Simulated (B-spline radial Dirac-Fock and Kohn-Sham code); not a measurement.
V¹⁸⁺: photoemission with 1720 eV photons

System: the V¹⁸⁺ ion, configuration [He] 2s2 2p1.

Model: the independent-particle Dirac-Slater model, thresholds from Dirac-Fock. Program: an atomic code on a B-spline grid. The asymmetry parameter β is from the dipole term alone. Kinetic energies are from the vacuum level. Open shells are spread statistically over j, without multiplet splitting.

The last column is dσ/dΩ = σ/(4π) · [1 − (β/2) P₂(cos θ)] at θ = 0° from the beam of unpolarised light.

```csv
subshell,electrons,binding (eV),kinetic (eV),σ (kb),β,dσ/dΩ (kb/sr)
2s,2,1395.6,324.4,?,?,?
2p1/2,0.33,1356.0,364.0,7.46,1.43,0.168
2p3/2,0.67,1347.0,373.0,14.5,1.45,0.320
```

**Question.** What are σ and β for 2s?

**Answer.** σ = 49.4 kb, the largest of all subshells and 69 % of the total, and β = 2.00, which gives dσ/dΩ = 0.000589 kb/sr.

Values without a named source are computed, but for edge energies of neutral atoms, which are taken from tables.
